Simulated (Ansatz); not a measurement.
A structure relaxed at PBE0-D4/def2-TZVP, charge 0, multiplicity 1:

```csv
atom,x (Å),y (Å),z (Å)
O1,-0.377,2.191,-0.131
Si2,0.802,1.058,-0.375
Sn3,0.038,-1.271,0.441
O4,-1.466,-1.880,-0.691
H5,-0.597,2.419,0.773
H6,2.071,1.434,0.314
H7,1.032,1.031,-1.839
H8,1.170,-2.532,0.250
H9,-0.532,-1.243,2.063
H10,-2.141,-1.208,-0.805
```

Task: Give its formula and SMILES.

Result: H6O2SiSn, `O[SiH2][SnH2][OH]`.

Task: Summarise the bond lengths by kind.

Result: 1 × O–Si 1.654 Å; 2 × H–O 0.958 to 0.960 Å; 1 × Si–Sn 2.583 Å; 2 × H–Si 1.482 to 1.492 Å; 1 × O–Sn 1.978 Å; 2 × H–Sn 1.706 to 1.719 Å.

Program: Ansatz 0.2.0.
